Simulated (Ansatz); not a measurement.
Molecule: sum formula H8Si3NO, charge 0, multiplicity 2. It need not be the lowest isomer of its formula. 
Structure (B3LYP-D3(BJ)/def2-TZVP (Ansatz, a first-principles code) minimum search):
SMILES: [SiH2]N[SiH2]O[SiH3]
```xyz
13

Si    -0.2415    -1.0190    -0.8183
N     -1.1331    -0.7054     0.6290
Si    -2.0434     0.7111     1.0593
O      1.2797    -0.4094    -0.7757
Si     2.1545     0.8212    -0.1325
H     -0.1152    -2.4797    -0.9866
H     -0.9725    -0.3829    -1.9309
H     -0.9747    -1.3590     1.3860
H     -2.4496     1.3626    -0.2144
H     -3.2400     0.3095     1.8538
H      1.3893     2.0890    -0.2015
H      3.4066     0.9529    -0.9066
H      2.4755     0.5326     1.2842
```
Charge 0, spin multiplicity 2.

Computed values are from Ansatz. Valence correlation only, unless marked. Open shells are spin-unrestricted. No spin-orbit coupling. No relativistic terms. Basis-set limits of correlation are two-point, X^-3; Hartree-Fock from the larger set.

```json
{
 "atomisation energy De": "1028.4 kcal/mol at CCSD(T)/CBS(cc-pV(T+d)Z,cc-pV(Q+d)Z)",
 "total_energy": "-1001.9910 Eh at CCSD(T)/CBS(cc-pV(T+d)Z,cc-pV(Q+d)Z)",
 "dipole_moment": "0.93 D at CCSD(T)/aug-cc-pV(D+d)Z",
 "T1 diagnostic": "0.014 at CCSD/cc-pV(Q+d)Z"
}
```
